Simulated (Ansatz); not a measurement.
Ansatz (a program for electronic structure) input (RI-MP2/def2-QZVPPD):
A basis named .json is the Basis Set Exchange file of that set.

Ansatz 0.2 input:
```yaml
crystal:
  periodic: [false, false, false]
  atoms:
    - {symbol: Ge, position_ang: [0.09738810, 0.07696862, 0.16737032]}
    - {symbol: Cl, position_ang: [-0.57146778, 2.38390255, -0.08161489]}
    - {symbol: Cl, position_ang: [2.08446438, -1.29122432, 0.06305381]}
    - {symbol: Cl, position_ang: [-1.69331736, -1.23939577, -0.39815570]}
    - {symbol: H, position_ang: [-0.05096626, 0.03120247, 1.72833496]}
basis:
  gaussian:
    orbitals: def2-QZVPPD.json
    fitting: {mean_field: def2-universal-jkfit, correlation: def2-QZVPPD-RIFIT.json}
total_charge: -1
magnetization: {spin_polarized: true, initial_magnetization: 1}
correlation: {method: mp2, electrons: outside_noble_gas}
```

Output:

```
Functional definition: HF
integrals: 0.85 GiB planned
668 factors; integrals over basis functions are off by at most 2.8e0 eV
mean field: 2.00 GiB planned
mean field evaluation 1: about -94006.2745 eV, gradient 1.5e1 eV
mean field evaluation 2: about -94007.4190 eV, gradient 1.0e1 eV
mean field evaluation 4: about -94007.8709 eV, gradient 1.1e0 eV
mean field evaluation 8: about -94007.8940 eV, gradient 1.7e-6 eV
mean field -94007.89403351 eV, -3454.7263848925 hartree, gradient 1.7e-6 eV, S^2 0.765718; 0 other end points of the search recorded, 0 dependent functions left out
29 core orbitals not correlated
928 factors; their error is unknown
reference -94007.89403351 eV, -3454.7263848925 hartree; 14, 13 occupied and 322, 323 virtual orbitals, 928 factors
second order -20.61963764 eV of doubles, -0.00000000 eV of singles
Total energy: -94028.51367116 eV, -3455.4841425994 hartree
```
